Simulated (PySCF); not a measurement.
## Stretching MgI

Set-up: PySCF, spin-free X2C with a Gaussian nucleus, basis sets Mg x2c-TZVPPall, I x2c-TZVPPall. Energies in eV from Mg + I in their ground configurations at the same level. State: ²Σ⁺ (doublet), unpaired electrons σ ↑.

All columns are PBE0. A positive dipole means Mg(−)I(+).

| R (Å) | E (eV) | μ (D) | Mulliken charge on Mg (basis-dependent) | HOMO (eV) | LUMO (eV) | Mayer bond order | ⟨S²⟩ |
| --- | --- | --- | --- | --- | --- | --- | --- |
| 2.233 | -1.607 | -1.52 | 0.28 | -5.23 | -2.40 | 1.19 | 0.75 |
| 2.336 | -2.011 | -1.97 | 0.31 | -5.36 | -2.54 | 1.15 | 0.75 |
| 2.440 | -2.229 | -2.43 | 0.34 | -5.49 | -2.69 | 1.10 | 0.75 |
| 2.518 | -2.305 | -2.79 | 0.37 | -5.59 | -2.81 | 1.07 | 0.75 |
| 2.596 | -2.325 | -3.16 | 0.39 | -5.68 | -2.93 | 1.04 | 0.75 |
| 2.674 | -2.302 | -3.52 | 0.40 | -5.77 | -3.05 | 1.01 | 0.75 |
| 2.778 | -2.224 | -4.00 | 0.42 | -5.89 | -3.21 | 0.98 | 0.75 |
| 2.908 | -2.076 | -4.59 | 0.43 | -6.02 | -3.40 | 0.95 | 0.75 |
| 3.063 | -1.856 | -5.23 | 0.44 | -6.15 | -3.62 | 0.91 | 0.75 |
| 3.271 | -1.540 | -5.94 | 0.43 | -6.30 | -3.88 | 0.87 | 0.76 |

A fit through these points gives, at Re = 2.590 Å, μ = -3.13 D and dμ/dR = -4.68 D/Å; the reduced mass is 20.17 u.

Task: How strong is the fundamental in the double-harmonic approximation, I = 42.26·(dμ/dR)²/μred km/mol?

Result: I = 42.26·(-4.68)²/20.17 = 45.9 km/mol at PBE0.

These are scalar-relativistic numbers at best; spin–orbit coupling would shift them, the dissociation energy most. The state was picked by a PBE0 search and need not be the measured ground state.
